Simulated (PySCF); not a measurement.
Isomers of C4H13AsGe, mass 209.944 u with the commonest isotopes. Method: PySCF, PBE0-D3(BJ)/def2-SVP geometry optimisation, gas phase. One conformer each, none proved a minimum here; rigid rotors.

**Question.** Order these by rotational constant B, smallest first.
A. `[CH3:1][CH2:2][CH2:3][GeH2:4][AsH:5][CH3:6]` with C1–C2–C3–Ge4 63°, C2–C3–Ge4–As5 -80°, C3–Ge4–As5–C6 -176°
B. `[CH3:1][C:2]([CH3:3])([CH3:4])[GeH2:5][AsH2:6]` with C2–Ge5–As6–H -77° and -169°
C. `CC(C)(C)[AsH][GeH3]`

**Answer.** B (831.8 MHz), A (874.6 MHz), C (900.9 MHz).

**Question.** Order these by rotational constant C, smallest first.
A. `[CH3:1][C:2]([CH3:3])([CH3:4])[GeH2:5][AsH2:6]` with C2–Ge5–As6–H -77° and -169°
B. `CC(C)(C)[AsH][GeH3]`
C. `[CH3:1][CH2:2][CH2:3][GeH2:4][AsH:5][CH3:6]` with C1–C2–C3–Ge4 63°, C2–C3–Ge4–As5 -80°, C3–Ge4–As5–C6 -176°

**Answer.** C (689.4 MHz), A (742.3 MHz), B (776.2 MHz).

**Question.** Order these by dipole moment, smallest first.
A. `[CH3:1][CH2:2][CH2:3][GeH2:4][AsH:5][CH3:6]` with C1–C2–C3–Ge4 63°, C2–C3–Ge4–As5 -80°, C3–Ge4–As5–C6 -176°
B. `[CH3:1][C:2]([CH3:3])([CH3:4])[GeH2:5][AsH2:6]` with C2–Ge5–As6–H -77° and -169°
C. `CC(C)(C)[AsH][GeH3]`

**Answer.** A (0.56 D), B (1.05 D), C (1.32 D).

| SMILES | point group | Ia (u·Å²) | Ib (u·Å²) | Ic (u·Å²) | κ | μa (D) | μb (D) | μc (D) |
| --- | --- | --- | --- | --- | --- | --- | --- | --- |
| C[C](C)(C)[GeH2][AsH2] | – | 195.24 | 607.54 | 680.83 | -0.90 | 0.99 | 0.10 | 0.33 |
| CC(C)(C)[AsH][GeH3] | C1 | 211.81 | 560.94 | 651.08 | -0.85 | 0.94 | 0.87 | 0.30 |
| CC[CH2][GeH2][AsH]C | C1 | 214.93 | 577.84 | 733.03 | -0.78 | 0.38 | 0.21 | 0.34 |
